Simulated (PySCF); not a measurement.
r2SCANh on Pd⁻ (palladium, charge -1), [Kr] 4d10 5s1, 2S determinant. Computed with PySCF 2.14 in aug-cc-pVTZ-PP with ECP28MDF (6s6p5d3f2g, 88 functions), with scalar relativity through the core potential.

```
cycle= 1 E= -127.476289480653  delta_E= -0.0113  |g|= 0.151  |ddm|= 1.11
cycle= 2 E= -127.441085886989  delta_E= 0.0352  |g|= 0.36  |ddm|= 0.533
cycle= 3 E= -127.484248682967  delta_E= -0.0432  |g|= 0.00542  |ddm|= 0.238
cycle= 4 E= -127.484272419183  delta_E= -2.37e-05  |g|= 0.00901  |ddm|= 0.0336
cycle= 5 E= -127.484314707995  delta_E= -4.23e-05  |g|= 0.00148  |ddm|= 0.0349
cycle= 6 E= -127.484316316863  delta_E= -1.61e-06  |g|= 0.000241  |ddm|= 0.00921
cycle= 7 E= -127.484316364483  delta_E= -4.76e-08  |g|= 8.65e-06  |ddm|= 0.0011
cycle= 8 E= -127.484316364596  delta_E= -1.13e-10  |g|= 9.19e-07  |ddm|= 6.16e-05
converged SCF energy = -127.484316364596  <S^2> = 0.75433038  2S+1 = 2.0043257
```

Highest occupied orbital energy: 1.042 eV; ⟨L²⟩ = 0.00; populations by l: s 3.00, p 6.00, d 10.00, f 0.00.

Task: Can this result be used?

Result: With care. The run converged. Energies and moments cover only the electrons outside the core potential. At r2SCANh the highest occupied level has a positive energy, so only the finite basis holds that electron; in a semilocal or global hybrid functional this comes from self-interaction and does not mean that the real anion is unbound.
